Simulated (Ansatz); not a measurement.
`O[Si](F)(Cl)Br` + `C=N` → `C=N[Si](O)(F)Cl` + HBr at 400 K and 1 bar (ligand exchange at the Si–Br bond).

Isolated molecules relaxed with PBE0-D4/def2-TZVP in Ansatz; ΔE leaves out vibrations. CBS: MP2 limit from def2 TZ/QZ plus the TZ coupled-cluster correction, frozen cores. This one scheme is used for every species. For Br outer-core shells are correlated without core-valence functions, which leaves a few kJ/mol of doubt a bond. Scalar relativity is left out up to krypton. Each species was taken in one conformer, which may not be the lowest.

| species | CCSD(T)/CBS energy (Eh) | H − E (kJ/mol) | S (J/(mol·K)) |
| --- | --- | --- | --- |
| `O[Si](F)(Cl)Br` | -3497.97222 | 83.8 | 382.5 |
| `C=N` | -94.52360 | 119.4 | 238.9 |
| `C=N[Si](O)(F)Cl` | -1018.56254 | 167.7 | 398.3 |
| HBr | -2573.91920 | 27.6 | 207.2 |

H − E and S are ideal-gas, rigid-rotor, harmonic terms from PBE0-D4/def2-TZVP, for one conformer and one mirror image of each species. 1 Eh = 2625.50 kJ/mol, R = 8.31446 J/(mol·K).

Question: By hand: ΔE, ΔH, ΔS and ΔG.

Answer: ΔE = (-1018.56254) + (-2573.91920) − (-3497.97222) − (-94.52360) = 0.01408 Eh = 37.0 kJ/mol. Δ(H − E) = 167.7 + 27.6 − 83.8 − 119.4 = -7.9, so ΔH = 29.1 kJ/mol. ΔS = 398.3 + 207.2 − 382.5 − 238.9 = -15.9 J/(mol·K). ΔG = 29.1 − 400 × (-15.9)/1000 = 35.5 kJ/mol.

Question: By hand: the equilibrium constant, and the temperature at which ΔG would vanish if ΔH and ΔS stayed fixed.

Answer: log₁₀ K = −ΔG/(RT ln 10) = -4.6. ΔH and −TΔS have one sign here, so there is no such temperature.

ΔH outweighs TΔS. A doubt of 5 kJ/mol in ΔE shifts log₁₀ K by 0.7 here. Other conformers and mirror images would add mixing entropy, several J/(mol·K) or more a flexible species. These are equilibria of isolated gas molecules and say nothing of rates. Largest T1 diagnostic: 0.012 (customary marks: 0.02 for closed shells, 0.045 for open ones).
